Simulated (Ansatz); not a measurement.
Harmonic frequencies (cm⁻¹) at PBE0-D4/def2-TZVP from Ansatz: 164, 233, 277, 392, 466, 630, 714, 879, 936, 1008, 1037, 1115, 1240, 1361, 1646, 2599, 2683, 3206.

Task: Which molecule is it?
A. `B/C=C(\F)Cl`
B. `C=C(F)BCl`
C. `FB1CC1Cl`
D. `F[C@H]1B[C@@H]1Cl`

Result: A.
